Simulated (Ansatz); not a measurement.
Si3Au2⁻. Total charge -1; doublet. Geometry r2SCAN-D4/def2-SVPD, basis def2-TZVPD, Ansatz.

```xyz
5

Au    0.125    0.326    1.592
Au    0.360    1.085    4.059
Si   -0.025    0.607   -2.719
Si   -0.089   -0.389   -0.566
Si   -0.371   -1.630   -2.366
```

```json
{"run": "A", "HOMO (eV)": "-1.28", "LUMO (eV)": "-0.55"}
{"run": "B", "HOMO (eV)": "-1.45", "LUMO (eV)": "-0.39"}
{"run": "C", "HOMO (eV)": "-1.88", "LUMO (eV)": "-0.01"}
{"run": "D", "HOMO (eV)": "-2.04", "LUMO (eV)": "0.19"}
```

In the def2 sets Au takes a core potential; there is no spin–orbit coupling. B3LYP takes the VWN-RPA correlation. Another isomer (doublet) lies 0.29 eV lower at PBE0-D4/def2-TZVPD; other spin states weren't run for this one.

HOMO and LUMO are taken over both spins.

Task: The runs used B3LYP, PBE, PBE0, r2SCAN. Estimate which is which.

Result: A PBE (0 % exact exchange); B r2SCAN (0 % exact exchange); C B3LYP (20 % exact exchange); D PBE0 (25 % exact exchange). Exact exchange lowers occupied and raises empty levels; among semilocal functionals meta-GGAs tend to open the gap a little, and such runs are hard to tell apart. The gap grows from 0.73 eV (PBE) to 2.23 eV (PBE0).
